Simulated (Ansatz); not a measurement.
Geometry optimisation, Ansatz 0.2.0, RKS PBE0-D4/def2-SVP.

The input (input.yaml):

```yaml
crystal:
  periodic: [false, false, false]
  atoms:
    - { symbol: Al, position_ang: [-1.8072, -0.5936, 0.6707] }
    - { symbol: C, position_ang: [0.0583, -0.7243, 1.1522] }
    - { symbol: C, position_ang: [1.0811, -0.2722, 0.4388] }
    - { symbol: Ge, position_ang: [1.0525, 0.6833, -1.2299] }
    - { symbol: Br, position_ang: [-0.037, 2.7334, -0.9108] }
    - { symbol: H, position_ang: [-2.9806, -1.1361, 1.617] }
    - { symbol: H, position_ang: [-2.2497, 0.1857, -0.6925] }
    - { symbol: H, position_ang: [0.2842, -1.2273, 2.0795] }
    - { symbol: H, position_ang: [2.116, -0.4409, 0.879] }
    - { symbol: H, position_ang: [2.4044, 0.9029, -1.7708] }
    - { symbol: H, position_ang: [0.1432, -0.1678, -2.2127] }
basis:
  gaussian: { orbitals: def2-SVP }
hamiltonian:
  xc: pbe0
  dispersion: d4
relax:
  f_tol: 0.015
  max_steps: 40
```

Run as:

```bash
$ ansatz run input.yaml --threads 2 --pin off --max-ram 3072MiB --backend cpu --events-out ev --progress --plain --runs-dir out
```

Task: Where does it end, and by what steps?

Result: The forces met the threshold. After 24 steps the energy has fallen by 0.720 eV; H6 moved furthest, 2.15 Å. Joined: Al1–Br5.

```csv
step,energy less start (eV),largest force component (eV/Å),accepted
0,0.0000,2.312,yes
1,-0.1686,0.543,yes
2,-0.1968,0.275,yes
3,-0.2023,0.142,yes
4,-0.2117,0.159,yes
5,-0.2173,0.116,yes
6,-0.2298,0.124,yes
7,-0.2431,0.286,yes
8,-0.2779,0.401,yes
9,-0.3411,0.364,yes
10,-0.4334,0.341,yes
11,-0.5289,0.357,yes
12,-0.5913,0.224,yes
13,-0.6073,0.228,yes
14,-0.6315,0.160,yes
15,-0.6561,0.257,yes
16,-0.6756,0.232,yes
17,-0.6975,0.099,yes
18,-0.7038,0.170,yes
19,-0.7092,0.114,yes
20,-0.7166,0.032,yes
21,-0.7183,0.032,yes
22,-0.7192,0.054,yes
23,-0.7195,0.040,yes
24,-0.7198,0.005,yes
```

```xyz
11
Properties=species:S:1:pos:R:3
Al -1.806 -0.141 0.704
C 0.027 -0.890 0.931
C 1.149 -0.582 0.260
Ge 1.191 0.732 -1.144
Br -1.066 1.492 -1.220
H -2.301 0.891 1.813
H -2.863 -1.058 -0.060
H 0.162 -1.663 1.707
H 2.113 -1.067 0.475
H 2.004 2.009 -0.877
H 1.457 0.220 -2.569
```

Time of the run: 2.3 min on 2 threads of Arm Neoverse V2 (shared host), peak memory 0.42 GiB.
